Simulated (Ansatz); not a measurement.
Consider the stannylene formation by 1,1-elimination: `[CH3][SnH2][CH3]` → `[CH3][Sn][CH3]` + H₂.

Program: Ansatz. Geometries: PBE0-D4/def2-TZVP. ΔE: electronic, gas phase. CBS: MP2 limit from def2 TZ/QZ plus the TZ coupled-cluster correction, frozen cores. This one scheme is used for every species. DFT in def2-TZVPP. B3LYP here is the variant with VWN-RPA as its local correlation; programs differ in this. HSE06 is defined as in plane-wave codes. Elements past krypton have def2 core potentials. For Sn outer-core shells are correlated without core-valence functions, which leaves a few kJ/mol of doubt a bond.

CCSD(T)/CBS gives +0.95 eV.

Q: Another level gave +0.74 eV. Which?
A. LC-ωPBE/def2-TZVPP
B. B3LYP-D4/def2-TZVPP
C. HSE06/def2-TZVPP
D. RPA@PBE/def2-TZVPP

A: B. B3LYP-D4 0.74, HSE06 0.96, LC-ωPBE 1.20, RPA@PBE/def2-TZVPP 0.92 eV.

Largest T1 diagnostic among the species: 0.013.

Leaving LDA and LC-ωPBE aside and taking each functional with its dispersion term where it has one, the values, not all of them listed here, spread over 0.56 eV, from BLYP-D4 to B97M-V. LDA lies +0.38 eV from PBE without D4. At CCSD(T), def2-SVP lies +0.04 eV from the extrapolated value and def2-TZVPP +0.04 eV. From PBE to PBE0 (25 % exact exchange), in def2-TZVPP and without D4, ΔE moves by +0.17 eV.
